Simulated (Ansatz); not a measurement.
Consider the alkene loss: `CC[O][InH][Cl]` → `[OH][InH][Cl]` + `C=C`.

Computed with Ansatz on PBE0-D4/def2-TZVP structures; ΔE is electronic, products minus reactants. CCSD(T)/CBS is the MP2 limit (def2-TZVPP, def2-QZVPP) plus CCSD(T) − MP2 in def2-TZVPP, frozen cores. This one scheme is used for every species. Functionals use def2-TZVPP. def2 core potentials past Kr. For In outer-core shells are correlated without core-valence functions, which leaves a few kJ/mol of doubt a bond. Each species was taken in one conformer, which may not be the lowest.

```json
{"species": "`CC[O][InH][Cl]`", "CAM-B3LYP energy (Eh)": "-805.43377"}
{"species": "`[OH][InH][Cl]`", "CAM-B3LYP energy (Eh)": "-726.84141"}
{"species": "`C=C`", "CAM-B3LYP energy (Eh)": "-78.56931"}
```

Task: Work out ΔE.

Result: ΔE = (-726.84141) + (-78.56931) − (-805.43377) = 0.02305 Eh = +0.63 eV. CCSD(T)/CBS gives +0.64 eV.

Largest T1 diagnostic among the species: 0.015.

From r2SCAN to r2SCAN0 (25 % exact exchange), in def2-TZVPP and without D4, ΔE moves by +0.05 eV. At CCSD(T), def2-SVP lies +0.19 eV from the extrapolated value and def2-TZVPP +0.01 eV. The D4 term adds +0.17 eV with B3LYP and +0.09 eV with PBE0; it sums over pairs of atoms, weighted by their polarisabilities, and B3LYP, whose exchange is more repulsive, gets the larger term.

B3LYP here is the variant with VWN-RPA as its local correlation; programs differ in this.
